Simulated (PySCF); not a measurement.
Computed IR spectrum (relative IR intensity) of a molecule C5H6F2. Coordinates come from a PBE0-D3(BJ)/def2-SVP optimisation. The values are those of a single conformer. Computed with PBE0-D3(BJ)/def2-SVP (PySCF 2.14.0). No scaling factor is applied to the harmonic values.

ν (cm⁻¹): 222 (vw), 335 (vw), 435 (w), 645 (m), 761 (s), 830 (m), 942 (w), 966 (w), 1000 (w), 1025 (vw), 1042 (m), 1107 (m), 1141 (vs), 1160 (vs), 1192 (m), 1218 (s), 1233 (w), 1326 (m), 1348 (w), 1406 (m), 1419 (vs), 1447 (w), 3074 (s), 3080 (m), 3090 (m), 3145 (w), 3209 (w), 3240 (w) (against the strongest line: vs over 80 %, s over 45 %, m over 15 %, w over 4 %, vw less)

Identify the compound among the candidates.
A. C/C(F)=C/C=C\F
B. C#C[C@H](C)C(F)F
C. C=C1[C@H](F)C[C@H]1F
D. FC(F)[C@H]1C=CC1

D, FC(F)[C@H]1C=CC1
